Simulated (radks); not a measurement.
Q: Ru I, configuration [Ar] 3d10 4s2 4p5 4d7 5s2 (not the ground configuration). Calculated with a radial shooting solver on a logarithmic mesh with Libxc functionals: scalar-relativistic Kohn-Sham, PW91, spin-unpolarised, spherical densities, point nucleus. Some entries of the table are withheld. Estimate them.

orbital,occ.,eigenvalue (hartree),<1/r> (bohr^-1)
1s,2,-806.5713,45.88
2s,2,-116.1693,10.37
2p,6,-104.0807,(1)
3s,2,-20.64227,3.595
3p,6,-16.66846,(2)
3d,10,-10.27011,3.196
4s,2,-2.98641,1.356
4p,5,-1.87323,1.213
4d,7,-0.31322,0.8643
5s,2,-0.19545,0.4071

A: 
(1) 2p <1/r> (bohr^-1): 10.06
(2) 3p <1/r> (bohr^-1): 3.423
